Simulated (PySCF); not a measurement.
**WO₂Br₂: from structure and modes to constants**

All numbers come from PBE0/[W def2-SVP with ECP60, O def2-SVP, Br def2-SVP], scalar-relativistic core potentials, density fitting, no spin–orbit coupling, PySCF.

The singlet minimum has C2v symmetry. Masses (u): W 183.95093, O 15.99492, Br 78.91834.

```xyz
5
charge 0 multiplicity 1, angstrom
W     0.0000    0.0000    0.4618
O     0.0000    1.3540    1.4766
O     0.0000   -1.3540    1.4766
Br   -2.0333    0.0000   -0.8374
Br    2.0333    0.0000   -0.8374
```

Harmonic wavenumbers (cm⁻¹): 73.9 (a1, ×1), 139.1 (b2, ×1), 203.2 (a2, ×1), 204.6 (b1, ×1), 259.4 (a1, ×1), 318.1 (b1, ×1), 373.3 (a1, ×1), 1024.3 (b2, ×1), 1063.8 (a1, ×1).

Problem. Find the principal moments of inertia and the rotational constants. What kind of rotor is it?

Solution. About the centre of mass I = 278.3, 711.17, 872.17 u Å². With B = 16.8576/I this gives 0.06057, 0.0237, 0.01933 cm⁻¹. The molecule is an asymmetric top with κ = -0.79.

Problem. Find the vibrational entropy and heat capacity at 298.15 K.

Solution. With u = 1.43878 ω/T, each mode gives S = R[u/(eᵘ−1) − ln(1−e⁻ᵘ)] and C = R u² eᵘ/(eᵘ−1)².
```tsv
ω (cm⁻¹)	u	S (J/(mol K))	C (J/(mol K))
73.9	0.357	16.93	8.23
139.1	0.671	11.78	8.01
203.2	0.980	8.80	7.68
204.6	0.987	8.75	7.67
259.4	1.252	6.97	7.31
318.1	1.535	5.52	6.86
373.3	1.801	4.46	6.39
1024.3	4.943	0.35	1.47
1063.8	5.134	0.30	1.31
```
The sums over all modes are S = 63.9 and C = 54.9 J/(mol K); the softest mode gives 27 % of the entropy.

Stability towards spin polarisation was not tested. This need not be the most stable arrangement of these atoms. Spin–orbit coupling, left out here, can matter for elements this heavy.
